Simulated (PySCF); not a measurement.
SMILES Cc1ccc(C(F)(F)F)s1, GFN2-xTB optimised geometry.

```
15

C     -1.63    -2.30     0.00
C     -0.71    -1.13     0.00
C      0.65    -1.13     0.00
C      1.22     0.16     0.00
C      0.26     1.14     0.00
C      0.48     2.60     0.00
F     -0.04     3.21    -1.09
F      1.79     2.91     0.01
F     -0.07     3.22     1.06
S     -1.34     0.48     0.00
H     -1.06    -3.22     0.00
H     -2.27    -2.28    -0.88
H     -2.27    -2.28     0.88
H      1.25    -2.03     0.00
H      2.27     0.37     0.00
```

Density from B3LYP/def2-TZVP in PySCF 2.14.0 at that geometry.

Minimum of the electron density along straight lines between bonded atoms, close to the bond critical point (lines longer than 1.1 times the sum of covalent radii, or with two minima, are not listed):

```tsv
bond	length / Å	ρ at the minimum / e bohr⁻³	∇²ρ there / e bohr⁻⁵	position (fraction from the first atom)
C1–C2	1.485	0.265	-0.71	0.48
C2–C3	1.362	0.335	-1.00	0.52
C3–C4	1.409	0.309	___	0.50
C4–C5	1.363	0.332	-0.97	0.48
C5–C6	1.484	0.283	___	0.47
C6–F7	1.348	0.283	-0.56	0.35
C6–F8	1.342	0.286	-0.53	0.34
C6–F9	1.347	0.283	-0.56	0.35
C2–S10	1.733	0.213	-0.43	0.48
C5–S10	1.729	0.213	-0.44	0.49
C1–H11	1.087	0.282	-0.98	0.64
C1–H12	1.089	0.280	-0.96	0.64
C1–H13	1.089	0.280	-0.96	0.64
C3–H14	1.075	0.290	-1.05	0.65
C4–H15	1.075	0.292	-1.07	0.65
```

Question: Fill in the missing entries.

Answer: 
- C3–C4, ∇²ρ there / e bohr⁻⁵: -0.90
- C5–C6, ∇²ρ there / e bohr⁻⁵: -0.82
